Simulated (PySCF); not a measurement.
Computed shifts of a molecule CH7BOSi, PBE/pcSseg-1 run with PySCF, GIAO, gas phase, atoms alike by connectivity averaged where their shifts nearly agree, in ppm (number of nuclei): ¹H: 5.93 (1), 5.52 (3), 0.96 (3). ¹³C: 13.3 (1). ²⁹Si: -24.6 (1). References: ¹¹B against BF3 (σ = 83.9 ppm); ¹H against TMS (σ = 31.49 ppm); ¹³C against TMS (σ = 182.0 ppm); ¹⁷O against H2O (σ = 334.3 ppm); ²⁹Si against TMS (σ = 335.4 ppm), references at their B3LYP-D3(BJ)/def2-TZVP geometries, non-relativistic. Geometry: B3LYP-D3(BJ)/def2-SVP. The values are those of a single conformer.

Task: Pick the molecule that these values belong to.
A) COB[SiH3]
B) CB(O)[SiH3]
C) CBO[SiH3]

Result: C, CBO[SiH3]
